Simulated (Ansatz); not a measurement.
System: SnClF, charge 0, singlet. SnClF (SMILES [F][Sn][Cl]).
B3LYP-D3(BJ)/def2-TZVP minimum from Ansatz (a program for electronic structure):
```
Sn
F 1 1.9514
Cl 1 2.3849 2 97.36
```
Charge 0, spin multiplicity 1.

Total energies in def2-SVP, 18 correlated electrons, 15 frozen orbitals. UHF or UKS for unpaired electrons; spin-orbit terms are left out. Cores are frozen in correlated methods (noble-gas shells, and filled d and f shells in the p block). Past Kr the def2 sets carry scalar-relativistic core potentials. Spin-orbit terms, left out, reach several kcal/mol for Br and I, and more for heavier atoms.

| method | program | energy (Eh) | minus CCSDTQ (mEh) |
|---|---|---|---|
| HF | Ansatz | -772.15074 | 412.95 |
| MP2 | Ansatz | -772.53352 | 30.17 |
| CCSD | Ansatz | -772.55349 | 10.20 |
| CCSD(T) | Ansatz | -772.56193 | 1.76 |
| CCSDT(Q) | Ansatz | -772.56380 | -0.11 |
| CCSDTQ | Ansatz | -772.56369 | 0.00 |

Rough core times of Ansatz's runs on a shared machine: CCSD(T) under 20 s, CCSDT(Q) 60 s, CCSDTQ 90 min.
